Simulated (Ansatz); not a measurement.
`[OH][Al]([F])[TeH]` + NH₃ → `[NH2][Al]([F])[TeH]` + H₂O at 298.15 K and 1 bar (ligand exchange at the Al–O bond).

Computed with Ansatz on PBE0-D4/def2-TZVP structures; ΔE is electronic, products minus reactants. CCSD(T)/CBS is the MP2 limit (def2-TZVPP, def2-QZVPP) plus CCSD(T) − MP2 in def2-TZVPP, frozen cores. This one scheme is used for every species. Elements past krypton have def2 core potentials. For Te outer-core shells are correlated without core-valence functions, which leaves a few kJ/mol of doubt a bond. Each species was taken in one conformer, which may not be the lowest.

| species | CCSD(T)/CBS energy (Eh) | H − E (kJ/mol) | S (J/(mol·K)) |
| --- | --- | --- | --- |
| `[OH][Al]([F])[TeH]` | -686.08822 | 81.4 | 348.0 |
| NH₃ | -56.50880 | 100.5 | 192.4 |
| `[NH2][Al]([F])[TeH]` | -666.20158 | 113.8 | 356.0 |
| H₂O | -76.37941 | 66.4 | 188.7 |

H − E and S are ideal-gas, rigid-rotor, harmonic terms from PBE0-D4/def2-TZVP, for one conformer and one mirror image of each species. 1 Eh = 2625.50 kJ/mol, R = 8.31446 J/(mol·K).

By hand: ΔE, ΔH, ΔS and ΔG.

ΔE = (-666.20158) + (-76.37941) − (-686.08822) − (-56.50880) = 0.01603 Eh = 42.1 kJ/mol. Δ(H − E) = 113.8 + 66.4 − 81.4 − 100.5 = -1.7, so ΔH = 40.4 kJ/mol. ΔS = 356.0 + 188.7 − 348.0 − 192.4 = 4.3 J/(mol·K). ΔG = 40.4 − 298.15 × (4.3)/1000 = 39.1 kJ/mol.

By hand: the equilibrium constant, and the temperature at which ΔG would vanish if ΔH and ΔS stayed fixed.

log₁₀ K = −ΔG/(RT ln 10) = -6.9. ΔG = 0 at ΔH/ΔS = 9395 K, far beyond where these terms or the molecules hold.

The number of gas molecules stays the same, so ΔS is small and ΔH decides. A doubt of 5 kJ/mol in ΔE shifts log₁₀ K by 0.9 here. Other conformers and mirror images would add mixing entropy, several J/(mol·K) or more a flexible species. These are equilibria of isolated gas molecules and say nothing of rates. Largest T1 diagnostic: 0.012 (customary marks: 0.02 for closed shells, 0.045 for open ones).
